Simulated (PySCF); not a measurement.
Structure from NMR data

The spectra below were simulated for a compound C6H9ClSi.

1H NMR (600 MHz, computed): δ 6.56 (m, 1H), 6.38 (m, 1H), 6.07 (m, 1H), 5.56 (m, 1H), 4.70 (s, 2H), 1.89 (s, 3H).

13C{1H} NMR (computed): δ 222.0 (C), 143.4 (CH2), 143.1 (CH), 92.0 (C), 72.1 (CH2), 17.2 (CH3).

Single conformer, non-relativistic Hamiltonian, in vacuum, equivalent nuclei averaged. Structure optimised with GFN2-xTB; GIAO PBE0/pcSseg-1 shieldings; PySCF 2.14.

Chemical shifts δ = σref − σ; TMS for 1H (31.72 ppm), 13C (186.93 ppm), all at this level.

Task: Deduce the structure.

Result: 
- Rings plus π bonds: 3 (no ring in the answer).
- 6 carbon signals for 6 carbons: no two carbons are equivalent.
- Carbon types of the structure: 2 × C, 1 × CH, 2 × CH2, 1 × CH3, leaving 1 H on heteroatoms.
- δC 222.0: central carbon of an allene; the central sp carbon of an allene is among the most deshielded carbons of hydrocarbons.
- δC 143.4: terminal =CH2 carbon; an sp2 carbon of a C=C bond.
- δC 143.1: alkene CH; the olefinic region.
- δC 92.0, 72.1: terminal carbon of a cumulated C=C=C unit.
- δC 17.2: allylic methyl carbon; saturated and bonded to C and H only.
- δH 6.56, 6.07: hydrogen on a terminal =CH2 carbon; attached to an sp2 carbon and in the plane of the double bond.
- δH 1.89: hydrogen on an allylic methyl carbon; allylic position.

Structure: SMILES Cl[Si@@H](C(=C=C)C)C=C.

The data come from this structure; uniqueness wasn't tested.

Shifts are as computed. Against solution values, carbons near 30 ppm lie about +3 ppm off and those near 130 ppm about +5 ppm. Of 1211 compounds with measured shifts, 218 miss one by over three times the rms of a fit or turn the order of signals round; such compounds aren't used in these exercises. No couplings were computed; multiplicities are counted from neighbouring protons, with m where these are inequivalent, close in shift, in a saturated or five-membered ring or joined by F or P, and br s for small geminal =CH2 splittings.
